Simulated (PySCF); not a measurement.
**Working out the ionisation energy of W²⁺**

W²⁺ [Xe] 4f14 5d4 (5D) → W³⁺ [Xe] 4f14 5d3 (4F). Calculation: PySCF 2.14, in def2-QZVPPD with the def2 core potential (60 electrons) (7s6p4d3f2g, 84 functions); scalar relativity through the core potential. Frozen: 5s2 5p6. Energies in hartree (1 hartree = 27.21139 eV):

```json
{"part": "UHF", "W²⁺ (lower)": "-65.554108", "W³⁺ (upper)": "-64.647300"}
{"part": "CCSD correlation", "W²⁺ (lower)": "-0.037598", "W³⁺ (upper)": "-0.017026"}
{"part": "(T)", "W²⁺ (lower)": "-0.000408", "W³⁺ (upper)": "-0.000072"}
```

Task: What does Hartree-Fock give?

Result: (-64.647300) − (-65.554108) = 0.906808 hartree = 24.676 eV.

Task: What do CCSD and CCSD(T) give?

Result: The CCSD correlation energies differ by 0.020572 hartree = 0.560 eV and the triples by 0.000336 hartree = 0.009 eV, so CCSD gives 25.236 eV and CCSD(T) 25.245 eV.

Reference: 26 ± 0.4 eV (semi-empirical (NIST evaluation); NIST Atomic Spectra Database, ionization energies), between the lowest levels; spin-orbit coupling is absent from the calculation.

What remains against the reference includes basis incompleteness, the frozen core and higher excitations.
